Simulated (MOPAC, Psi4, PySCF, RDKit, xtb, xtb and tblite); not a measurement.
Two geometries of C₁₁H₈O₂, SMILES c1ccoc1-c1cccc(c1)C=O, relaxed at GFN2-xTB with one dihedral held; other torsions can differ between them too.

Structure A

```
21

O      4.4550     0.9685     0.6076
C      3.3024     1.2224     0.3692
C      2.2109     0.2416     0.3100
C      2.4738    -1.1076     0.5527
C      1.4469    -2.0305     0.5101
C      0.1557    -1.6205     0.2225
C     -0.1172    -0.2803    -0.0491
C     -1.4925     0.1530    -0.3053
C     -2.4158    -0.2824    -1.2153
C     -3.6013     0.4446    -0.9545
C     -3.3185     1.2498     0.1045
O     -2.0497     1.0785     0.5074
C      0.9124     0.6499     0.0173
H      2.9764     2.2632     0.1691
H      3.4872    -1.4031     0.7789
H      1.6463    -3.0720     0.7129
H     -0.6512    -2.3378     0.1963
H     -2.2587    -1.0098    -1.9853
H     -4.5308     0.3718    -1.4806
H     -3.9126     1.9590     0.6460
H      0.7030     1.6944    -0.1647
```

Structure B

```
21

O     -3.1631     2.3969     0.1384
C     -3.2982     1.2167     0.3380
C     -2.2186     0.2221     0.3250
C     -2.4930    -1.1239     0.5693
C     -1.4633    -2.0465     0.5524
C     -0.1665    -1.6408     0.2950
C      0.1272    -0.2956     0.0483
C      1.4904     0.1173    -0.2200
C      2.0329     1.3512    -0.4870
C      3.4177     1.1476    -0.6660
C      3.6237    -0.1880    -0.4966
O      2.4721    -0.8169    -0.2280
C     -0.9129     0.6293     0.0663
H     -4.2970     0.7862     0.5551
H     -3.5074    -1.4368     0.7695
H     -1.6699    -3.0897     0.7401
H      0.6361    -2.3624     0.2822
H      1.5143     2.2853    -0.5486
H      4.1555     1.8906    -0.8890
H      4.5114    -0.7877    -0.5409
H     -0.7312     1.6764    -0.1187
```

### Question
Which is lower in energy at the level Psi4 with PBE0-D3(BJ)/def2-SVP // GFN2-xTB, and by how much?

### Answer
B is lower, by 4.22 kcal/mol (dihedral C6–C7–C8–O12: 120° in A, 0° in B).

E(B) − E(A) in kcal/mol at the other levels, on the same two geometries: GFN2-xTB (xtb and tblite) -3.48; MMFF94 // GFN2-xTB (RDKit) -2.51; PBE0/def2-SVP // GFN2-xTB (Psi4) -4.15; PBE/def2-SVP // GFN2-xTB (Psi4) -4.65; PBE-D3(BJ)/def2-SVP // GFN2-xTB (Psi4) -4.75; UFF // GFN2-xTB (RDKit) -4.40; PM7, restricted, heats of formation // GFN2-xTB (MOPAC) -1.08; AM1, restricted, heats of formation // GFN2-xTB (MOPAC) -2.06; GFN1-xTB // GFN2-xTB (xtb) -4.13; restricted B3LYP/6-31G*, spherical d, density fitting // GFN2-xTB (PySCF) -3.84.
